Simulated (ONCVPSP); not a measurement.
Configuration tests for Sb (Z = 51) (ONCV)

Sb (Z = 51), optimised norm-conserving Vanderbilt (ONCV), made with ONCVPSP 4.0.1 (BLYP, fully relativistic). Core [Kr] 4d10, reference 5s2 5p3. Waves: 5s: rc 2.00 bohr, ncon 3, nbas 7, qcut 3.4 1/bohr, 1 projector; 5p: rc 2.15 bohr, ncon 5, nbas 9, qcut 3.4 1/bohr, 1 projector; d scattering state at 0.07 Ha: rc 2.15 bohr, ncon 3, nbas 6, qcut 4.1 1/bohr, 3 projectors, debl 4 Ha. Local part: polynomial inside 1.40 bohr (lpopt 1, dvloc0 -1 Ha). Core correction: none.

Open shells are filled in proportion to 2j + 1.

Energies are relative to the spin-unpolarised reference configuration 5s2 5p3; without spin polarisation the order of configurations can differ from experiment.

```csv
valence configuration,charge,ΔE all-electron (eV),error AE − PS (meV)
5s2 5p2,+1,8.214,+15
5s2 5p0,+3,48.643,+230
```

Task: What are ΔE and the potential's error for 5s1 5p3?

Result: ΔE = 16.946 eV all-electron; the error (AE − PS) is +27 meV.

Task: What are ΔE and the potential's error for 5s2 5p1?

Result: ΔE = 24.147 eV all-electron; the error (AE − PS) is +81 meV.

Levels in the configuration 5s2 5p2:

| level | all-electron (eV) | pseudo (eV) |
| --- | --- | --- |
| 5s j=1/2 | -20.545 | -20.519 |
| 5p j=3/2 | -11.666 | -11.631 |
| 5p j=1/2 | -12.407 | -12.372 |

Note: ghosts flagged at negative energy: s at -51.0 eV, d5/2 at -821.2 eV, d3/2 at -1420.4 eV; GHOST(+) flagged for p3/2 at 19.6 eV, p1/2 at 22.9 eV, d3/2 at 253.2 eV, d5/2 at 253.5 eV. A true bound ghost makes a file unfit for plane-wave use.
